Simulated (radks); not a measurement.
Valence configurations of O III (all share [He]). Calculated with a radial shooting solver on a logarithmic mesh with Libxc functionals: scalar-relativistic Kohn-Sham, PBE, spin-unpolarised, spherical densities, finite nucleus; Fermi nuclear charge, rms radius 2.6991 fm. Energies are relative to 2s2 2p2; eigenvalues in eV.

| valence | E (eV) | e(2p) | e(2s) |
|---|---|---|---|
| 2s2 2p2 | 0.000 | -43.242 | -58.346 |
| 2s1.5 2p2.5 | 7.559 | -43.080 | -58.213 |
| 2s1 2p3 | 15.133 | -42.929 | -58.089 |
| 2s0.5 2p3.5 | 22.720 | -42.786 | -57.974 |
| 2p4 | 30.321 | -42.654 | - |

NIST lists [He] 2s2 2p2 as the ground configuration; this level of theory agrees among the configurations tried. The energies are those of spherical spin-averaged densities, not of single terms.
